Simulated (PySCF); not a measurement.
# [Nd(PH3)]3+ relaxed at several levels

Computed with PySCF 2.14.0, def2-SVP on the ligands, density fitting, scalar-relativistic core potentials, no spin-orbit coupling, vacuum. Each row is relaxed at its own level from the same template. Distances are means of the shortest metal–ligand contacts, charges and spins Mulliken's; removal energies are rigid, with the ligand's formal charge and no counterpoise, so too large; for an anion taken off a cation in vacuum most of it is the attraction of opposite charges, and multiply charged cations can part far more cheaply with an electron moved from ligand to metal. lcecp potentials hold a fixed number of 4f electrons in the core, out of states, spins and gaps.

| level | basis on the metal | point group | M–PH3 (Å) | charge on M (e) | removal of one PH3 (eV) | unstable modes (below −25 cm⁻¹) |
| --- | --- | --- | --- | --- | --- | --- |
| TPSS | lcecp-1-SVP with ECP49 | C3v | 3.021 | 2.30 | 5.38 | not given |

Task: What does the calculation give for PBE0, lcecp-1-SVP with ECP49?

Result: point group: C3v, M–PH3 (Å): 2.975, charge on M (e): 2.30, removal of one PH3 (eV): 5.35, unstable modes (below −25 cm⁻¹): 0.
```xyz
5

Nd    0.0000    0.0000   -0.4649
P     0.0000    0.0000    2.5101
H     1.3271    0.0000    3.0359
H    -0.6635    1.1493    3.0359
H    -0.6636   -1.1493    3.0359
```

One start shape was tried for each, so a minimum needn't be the lowest isomer.
